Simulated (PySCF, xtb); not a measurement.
GaFClBr, SMILES [Br][Ga]([Cl])[F].

xtb with GFN2-xTB at its own geometry gives an orbital gap of 3.71 eV and a dipole moment of 3.90 D.

The structure is a stationary point at PBE0-D3(BJ)/def2-SVP. The structure was generated by enumeration; whether it is a known compound was not checked.

Q: What does PBE/def2-TZVPD (PySCF) give? (Estimate from the structure and the level; the computed values follow.)

A: gap 4.72 eV (levels -7.91 and -3.18 eV), dipole 1.07 D.
